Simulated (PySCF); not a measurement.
# Atomic charges by several schemes

C6H12NP.
Structure used (GFN2-xTB), in Å, numbered top down from 1:
```
atom  x, y, z in Å
C1     1.9063    2.3312    0.6675
C2     1.5405    1.3588    0.0615
P3     0.9669    0.0415   -0.9678
C4     2.4447   -1.0612   -0.7495
C5    -0.1146   -0.8542    0.3229
N6    -1.4816   -0.4380    0.4273
C7    -1.6138    0.9222    0.8995
C8    -2.2096   -0.6476   -0.8035
H9     2.2354    3.1549    1.2313
H10    2.2560   -2.0142   -1.2422
H11    3.3045   -0.5899   -1.2220
H12    2.6600   -1.2291    0.3052
H13    0.3659   -0.7514    1.3014
H14   -0.0988   -1.9123    0.0364
H15   -1.1992    1.6522    0.1869
H16   -2.6688    1.1431    1.0575
H17   -1.0870    1.0275    1.8469
H18   -1.8025   -0.0464   -1.6323
H19   -2.1567   -1.7005   -1.0781
H20   -3.2530   -0.3759   -0.6519
```

Density: PBE0/pcSseg-1 (PySCF); schemes: Mulliken, IAO, Hirshfeld and ESP-fitted. Geometry: GFN2-xTB, one conformer, isolated molecule.

Problem. Do the Mulliken, IAO, Hirshfeld and ESP-fitted schemes agree on where the charge is lowest?

Solution. The schemes don't all agree: Mulliken N6 (-0.565); IAO C4 (-0.597); Hirshfeld C4 (-0.160); ESP-fitted C1 (-0.504).

Problem. At which atom do the 4 schemes differ most?

Solution. At P3: from -0.113 (ESP-fitted) to +0.493 e (IAO), 0.606 e apart.

Problem. For which atoms does the sign change between the 4 schemes (beyond +0.03 e in one, beyond −0.03 e in another)?

Solution. C2, P3 and C5. Atomic charges aren't observables, and each scheme defines them in its own way.

Problem. What partial charge does each atom carry?

Solution. In e:

| atom | environment | Mulliken | IAO | Hirshfeld | ESP-fitted |
| --- | --- | --- | --- | --- | --- |
| C1 | terminal alkyne carbon | -0.353 | -0.232 | -0.105 | -0.504 |
| C2 | alkyne carbon | -0.031 | -0.271 | -0.110 | +0.163 |
| P3 | phosphine phosphorus | +0.343 | +0.493 | +0.173 | -0.113 |
| C4 | sp3 carbon bound to phosphorus | -0.459 | -0.597 | -0.160 | -0.389 |
| C5 | sp3 carbon bound to nitrogen | -0.180 | -0.308 | -0.063 | +0.087 |
| N6 | tertiary amine nitrogen | -0.565 | -0.227 | -0.098 | -0.473 |
| C7 | N-methyl carbon | -0.100 | -0.304 | -0.076 | -0.221 |
| C8 | N-methyl carbon | -0.105 | -0.307 | -0.077 | -0.050 |
| H9 | alkyne hydrogen | +0.049 | +0.200 | +0.092 | +0.318 |
| H10 | methyl hydrogen | +0.140 | +0.153 | +0.044 | +0.152 |
| H11 | methyl hydrogen | +0.156 | +0.165 | +0.046 | +0.156 |
| H12 | methyl hydrogen | +0.143 | +0.149 | +0.042 | +0.088 |
| H13 | methylene hydrogen | +0.153 | +0.144 | +0.038 | +0.083 |
| H14 | methylene hydrogen | +0.140 | +0.142 | +0.041 | +0.122 |
| H15 | methyl hydrogen | +0.106 | +0.112 | +0.022 | +0.105 |
| H16 | methyl hydrogen | +0.117 | +0.143 | +0.044 | +0.140 |
| H17 | methyl hydrogen | +0.117 | +0.146 | +0.041 | +0.126 |
| H18 | methyl hydrogen | +0.103 | +0.113 | +0.019 | +0.025 |
| H19 | methyl hydrogen | +0.111 | +0.141 | +0.042 | +0.085 |
| H20 | methyl hydrogen | +0.116 | +0.145 | +0.045 | +0.101 |

Mean size of the charges over all atoms: IAO 0.225 e, Mulliken 0.179 e, ESP-fitted 0.175 e, Hirshfeld 0.069 e. Each set sums to the total charge, 0, to within 0.001 e. The ESP scheme fits charges at the nuclei, held to the total charge, to the electrostatic potential on points at 1.4 to 2.0 times the van der Waals radii.

Problem. Sum the charges by element, for elements with more than one atom.

Solution. 
| element | atoms | Mulliken | IAO | Hirshfeld | ESP-fitted |
| --- | --- | --- | --- | --- | --- |
| C | 6 | -1.229 | -2.020 | -0.591 | -0.914 |
| H | 12 | +1.451 | +1.754 | +0.517 | +1.500 |

Problem. How closely do the schemes follow one another over all atoms?

Solution. Correlation coefficient and root-mean-square difference: IAO with Hirshfeld 0.97, 0.180 e; Mulliken with Hirshfeld 0.87, 0.160 e; Mulliken with IAO 0.86, 0.133 e; Mulliken with ESP-fitted 0.77, 0.151 e; Hirshfeld with ESP-fitted 0.61, 0.183 e; IAO with ESP-fitted 0.57, 0.223 e.

Problem. How many electrons does the IAO scheme count on C8?

Solution. Z − q = 6 − (-0.307) ≈ 6.308.
